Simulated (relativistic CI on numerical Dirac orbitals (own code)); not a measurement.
## Calculated levels, Cr8+

Method of calculation: Dirac-Coulomb-Breit CI, KLI orbitals optimised for each configuration, QED by a radiative potential, unscaled Slater integrals (own radial code, finite nucleus).

CI space (outside the closed core [Ne]): 3s²3p⁴, 3s3p⁵, 3p⁶, 3s²3p³3d, 3s3p⁴3d, 3p⁵3d, 3s3p³3d², 3s²3p³4s, 3s²3p³4p, 3s²3p²3d4p, 3p⁵4s, 3s²3p³4d, 3p⁵4p, 3s²3p²3d², 3s²3p3d³, 3s3p²3d³, 3s²3p3d²4s, 3s²3p3d²4p, 3s²3p3d²4d, 3s²3p²3d4s, 3s3p²3d²4s, 3s²3p3d4s², 3s²3p3d4s4p, 3s²3p3d4s4d. Double excitations out of closed p, d and f shells are left out; levels of such configurations are missing from the list, as are those of other unlisted configurations, and high levels can miss mixing partners.

The lowest level is 3s²3p⁴ ³P2, with 94 % of that term; Hund's rules for 3s²3p⁴ give ³P with J = 2, in agreement.

```csv
No.,Configuration,Term,J,E (cm⁻¹),%,Next component (%),Lifetime (s),jj configuration (%)
1,3s²3p⁴,³P,2,0,94,2 ¹D,,3p3/2^2 (77)
2,3s²3p⁴,³P,1,7718,97,2 3s3p⁴3d ³P,9.91e-02,3p1/2 3p3/2^3 (97)
3,3s²3p⁴,³P,0,9488,94,3 ¹S,3.42e+00,3p3/2^4 (48)
4,3s²3p⁴,¹D,2,32570,94,2 ³P,2.74e-02,3p1/2 3p3/2^3 (77)
5,3s²3p⁴,¹S,0,67835,92,3 ³P,2.90e-03,3p3/2^4 (47)
6,3s3p⁵,³P°,2,235570,79,19 3s²3p³3d ³P°,4.79e-10,3s 3p3/2^3 (79)
7,3s3p⁵,³P°,1,241812,78,19 3s²3p³3d ³P°,4.59e-10,3s 3p1/2 3p3/2^4 (47)
8,3s3p⁵,³P°,0,245451,78,19 3s²3p³3d ³P°,4.58e-10,3s 3p1/2 3p3/2^4 (78)
9,3s3p⁵,¹P°,1,307780,55,42 3s²3p³3d ¹P°,1.51e-10,3s 3p3/2^3 (33)
10,3s²3p³3d,⁵D°,0,328240,97,2 3s3p³3d² ⁵D°,2.12e-08,3p1/2 3p3/2^2 3d3/2 (51)
11,3s²3p³3d,⁵D°,1,328335,97,2 3s3p³3d² ⁵D°,2.38e-08,3p1/2 3p3/2^2 3d3/2 (50)
12,3s²3p³3d,⁵D°,2,328481,97,2 3s3p³3d² ⁵D°,3.60e-08,3p1/2 3p3/2^2 3d3/2 (38)
13,3s²3p³3d,⁵D°,3,328700,96,2 3s3p³3d² ⁵D°,9.30e-08,3p1/2 3p3/2^2 3d5/2 (27)
14,3s²3p³3d,⁵D°,4,329156,96,2 3s3p³3d² ⁵D°,6.59e+00,3p1/2 3p3/2^2 3d5/2 (54)
15,3s²3p³3d,³D°,2,353604,87,7 ³F°,3.75e-08,3p3/2 3d5/2 (36)
16,3s²3p³3d,³D°,3,354449,92,4 ³F°,3.97e-07,3p1/2 3p3/2^2 3d5/2 (67)
17,3s²3p³3d,³D°,1,355502,97,3 3s3p³3d² ³D°,5.90e-08,3p1/2 3p3/2^2 3d5/2 (48)
18,3s²3p³3d,³F°,2,362216,89,8 ³D°,1.56e-07,3p1/2 3p3/2^2 3d3/2 (63)
19,3s²3p³3d,¹S°,0,363766,96,3 3s3p³3d² ¹S°,2.86e-08,3p1/2 3p3/2^2 3d5/2 (54)
20,3s²3p³3d,³F°,3,364500,92,4 ³D°,8.45e-08,3p1/2 3p3/2^2 3d3/2 (51)
21,3s²3p³3d,³F°,4,367405,95,2 3s3p³3d² ³F°,2.19e-02,3p1/2 3p3/2^2 3d5/2 (66)
22,3s²3p³3d,³G°,3,387778,94,3 ³F°,2.43e-08,3p1/2 3p3/2^2 3d3/2 (38)
23,3s²3p³3d,³G°,4,388563,93,4 ³F°,1.53e-01,3p1/2 3p3/2^2 3d3/2 (39)
24,3s²3p³3d,³G°,5,389725,98,2 3s3p³3d² ³G°,2.55e-01,3p1/2 3p3/2^2 3d5/2 (98)
25,3s²3p³3d,¹G°,4,397689,91,6 ³F°,6.04e-02,3p1/2 3p3/2^2 3d3/2 (47)
26,3s²3p³3d,¹D°,2,400455,91,2 ³F°,1.05e-09,3p1/2 3p3/2^2 3d3/2 (30)
27,3s²3p³3d,³P°,0,415769,94,2 3s3p³3d² ³P°,1.21e-09,3p3/2 3d3/2 (53)
28,3s²3p³3d,³F°,3,417007,92,2 ³G°,9.68e-09,3p1/2 3p3/2^2 3d5/2 (40)
29,3s²3p³3d,³F°,4,417092,87,6 ¹G°,2.99e-03,3p3/2^3 3d5/2 (51)
30,3s²3p³3d,³D°,1,417278,59,35 ³P°,5.08e-10,3p3/2 3d3/2 (55)
31,3s²3p³3d,³P°,1,417738,58,37 ³D°,8.32e-10,3p3/2 3d5/2 (45)
32,3s²3p³3d,³F°,2,418100,88,6 ³D°,1.46e-08,3p1/2 3p3/2^2 3d3/2 (58)
33,3s²3p³3d,³D°,2,421871,76,13 ³P°,5.60e-10,3p3/2^3 3d3/2 (22)
34,3s²3p³3d,³P°,2,423158,79,13 ³D°,2.88e-10,3p1/2 3p3/2^2 3d5/2 (58)
35,3s²3p³3d,³D°,3,427410,93,2 ¹F°,3.55e-09,3p3/2^3 3d5/2 (42)
36,3s²3p³3d,¹F°,3,454478,93,2 ³D°,1.96e-09,3p3/2^3 3d5/2 (33)
37,3s²3p³3d,³P°,2,464052,78,17 3s3p⁵ ³P°,9.63e-12,3p1/2 3p3/2^2 3d5/2 (38)
38,3s²3p³3d,³P°,1,464902,36,22 ³S°,9.97e-12,3p1/2 3p3/2^2 3d3/2 (66)
39,3s²3p³3d,³S°,1,466851,66,17 ¹P°,1.13e-11,3p1/2 3p3/2^2 3d5/2 (64)
40,3s²3p³3d,³P°,0,470792,77,18 3s3p⁵ ³P°,9.10e-12,3p3/2^3 3d3/2 (36)
41,3s²3p³3d,³P°,1,471056,41,21 ¹P°,9.88e-12,3p1/2 3p3/2^2 3d5/2 (22)
42,3s²3p³3d,³D°,3,486624,94,2 3s3p³3d² ³D°,8.03e-12,3p3/2 3d5/2 (42)
43,3s²3p³3d,³D°,2,491395,92,3 ¹D°,8.13e-12,3p1/2 3p3/2^2 3d5/2 (49)
44,3s²3p³3d,³D°,1,494451,95,2 3s3p³3d² ³D°,8.07e-12,3p3/2^3 3d3/2 (26)
45,3s²3p³3d,¹D°,2,507792,93,3 ³D°,1.02e-11,3p1/2 3p3/2^2 3d5/2 (46)
```

Energies count from the lowest computed level; ° marks odd parity; lifetimes are radiative, by E1, M1, E2 decay to levels of this space only. Filled j subshells are mostly left out of the jj labels.

The mean weight of the leading LS term, summed over parents, in these 45 levels is 86 %, and that of the leading jj configuration (from the same eigenvectors) 51 %, so LS coupling describes them better.

At this charge configurations can still be misplaced by up to about 7 % of their energy.

Landé's interval rule says that E(J) − E(J−1) = AJ with one A. For the ground term the intervals give A = -1770.5, -3858.9 cm⁻¹ for J = 1, 2; the multiplet is inverted.

LS names give the leading component of a level, which can be under half, so a name can repeat, a term be missing and a line seem to break the LS rules.
